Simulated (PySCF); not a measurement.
# Polarisability and C₆ of Cu (copper, neutral)

[Ar] 3d10 4s1, 2S determinant. All numbers are calculated (PySCF 2.14, the spin-free X2C one-electron Hamiltonian (Gaussian nucleus), in aug-cc-pVTZ-DK (8s7p5d3f2g, 93 functions)). Coupled (time-dependent) response in atomic units; α is the mean over directions.

| method | mean α (bohr³) | C₆ (like pair) | S(−4) |
| --- | --- | --- | --- |
| PW91 | 39.90 | 236.7 | 1331 |

S(−4) is the Cauchy moment in α(ω) = α(0) + S(−4) ω² + …

Reference α: 46.5 ± 0.5 bohr³ (recommended; Schwerdtfeger and Nagle, table of static dipole polarizabilities (2023 update)). Published C₆: 253.0 (Chu and Dalgarno (2004); Tang, Norbeck and Certain (1976)).

α(iu) at PW91:

```tsv
u (hartree)	α(iu) (bohr³)
0	39.90
0.0500	36.87
0.100	30.27
0.200	18.55
0.300	12.08
0.500	6.662
0.750	4.257
1.00	3.164
1.50	2.077
2.00	1.498
3.00	0.8946
5.00	0.4324
```

A single London oscillator, α(iu) = α/(1 + u²/ω²), gives C₆ = (3/4) ω α². Matching the computed C₆ needs ω = 4 × 236.7 / (3 × 39.90²) = 0.198 hartree.
